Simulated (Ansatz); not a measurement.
Reactions of `[OH][Zr]([SH])([SH])[SH]`.

Isolated molecules relaxed with PBE0-D4/def2-TZVP in Ansatz; ΔE leaves out vibrations. CCSD(T)/CBS is the MP2 limit (def2-TZVPP, def2-QZVPP) plus CCSD(T) − MP2 in def2-TZVPP, frozen cores. This one scheme is used for every species. Elements past krypton have def2 core potentials. For Zr outer-core shells are correlated without core-valence functions, which leaves a few kJ/mol of doubt a bond. One conformer a species, not always the lowest.

(1) Order these by ΔE at CCSD(T)/CBS, lowest first. (Best estimate.)
A. `[OH][Zr]([SH])([SH])[SH]` + H–F → `[F][Zr]([SH])([SH])[SH]` + H₂O
B. `[OH][Zr]([SH])([SH])[SH]` + H₂S → `[SH][Zr]([SH])([SH])[SH]` + H₂O
C. `[OH][Zr]([SH])([SH])[SH]` + HCl → `[SH][Zr]([SH])([SH])[Cl]` + H₂O

Largest T1 diagnostic: 0.019, for `[SH][Zr]([SH])([SH])[SH]`.

Results:

(1) A (-36.5 kJ/mol), C (-28.4 kJ/mol), B (+36.6 kJ/mol).
